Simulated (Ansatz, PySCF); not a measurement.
Reaction (SMILES): CC(F)(F)F [1,1,1-trifluoroethane] → [CH3] (CH3) + F[C](F)F (the C-C bond at the site shown breaks; other sites are not compared here)
Structures are relaxed separately at B3LYP-D3(BJ)/def2-TZVP in Ansatz (a program for electronic structure).

Property: bond dissociation energy (0 K, with B3LYP-D3(BJ) harmonic zero-point energies from PySCF), in kcal/mol. Valence correlation only, unless marked. UHF or UKS for open shells. Spin-orbit coupling is left out. Non-relativistic. CBS(X,Y): correlation extrapolated as X^-3; Hartree-Fock from the larger set. [CCSD(T)-MP2]/basis is that difference in the basis named.

```csv
level,program,bond dissociation energy (kcal/mol)
PBE0-D3(BJ)/def2-TZVP,Ansatz + dftd3,?
r2SCANh-D4/def2-TZVPD,Ansatz + dftd4,?
CCSD/aug-cc-pVDZ,Ansatz,98.2
"RI-MP2/CBS(aug-cc-pVTZ,aug-cc-pVQZ)+[CCSD(T)-MP2]/aug-cc-pVTZ",Ansatz,102.1
```

### Question
Complete the blanks.

### Answer

- PBE0-D3(BJ)/def2-TZVP, bond dissociation energy (kcal/mol): 97.6
- r2SCANh-D4/def2-TZVPD, bond dissociation energy (kcal/mol): 92.8
